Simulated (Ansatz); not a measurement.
`C[S][AlH2]` + `C=C=C=N` → `C=C=C=[N][AlH2]` + CH₃SH at 500 K and 1 bar (ligand exchange at the Al–S bond).

Computed with Ansatz on PBE0-D4/def2-TZVP structures; ΔE is electronic, products minus reactants. CCSD(T)/CBS is the MP2 limit (def2-TZVPP, def2-QZVPP) plus CCSD(T) − MP2 in def2-TZVPP, frozen cores. This one scheme is used for every species. One conformer a species, not always the lowest.

```
          species  CCSD(T)/CBS energy (Eh)  H − E (kJ/mol)  S (J/(mol·K))
     `C[S][AlH2]`               -680.87163           174.7          359.1
        `C=C=C=N`               -170.55528           159.7          317.2
`C=C=C=[N][AlH2]`               -413.19818           184.1          398.4
            CH₃SH               -438.22835           145.1          283.7
```

H − E and S are ideal-gas, rigid-rotor, harmonic terms from PBE0-D4/def2-TZVP, for one conformer and one mirror image of each species. 1 Eh = 2625.50 kJ/mol, R = 8.31446 J/(mol·K).

Task: By hand: ΔE, ΔH, ΔS and ΔG.

Result: ΔE = (-413.19818) + (-438.22835) − (-680.87163) − (-170.55528) = 0.00038 Eh = 1.0 kJ/mol. Δ(H − E) = 184.1 + 145.1 − 174.7 − 159.7 = -5.2, so ΔH = -4.2 kJ/mol. ΔS = 398.4 + 283.7 − 359.1 − 317.2 = 5.8 J/(mol·K). ΔG = -4.2 − 500 × (5.8)/1000 = -7.1 kJ/mol.

Task: By hand: the equilibrium constant, and the temperature at which ΔG would vanish if ΔH and ΔS stayed fixed.

Result: log₁₀ K = −ΔG/(RT ln 10) = 0.7. ΔH and −TΔS have one sign here, so there is no such temperature. One of them is within its doubt of zero, so this could turn.

TΔS isn't small against ΔH here. A doubt of 5 kJ/mol in ΔE shifts log₁₀ K by 0.5 here. Other conformers and mirror images would add mixing entropy, several J/(mol·K) or more a flexible species. Modes under 60 cm⁻¹, often nearly free rotors, make the harmonic entropy too high. These are equilibria of isolated gas molecules and say nothing of rates. Largest T1 diagnostic: 0.016 (customary marks: 0.02 for closed shells, 0.045 for open ones).
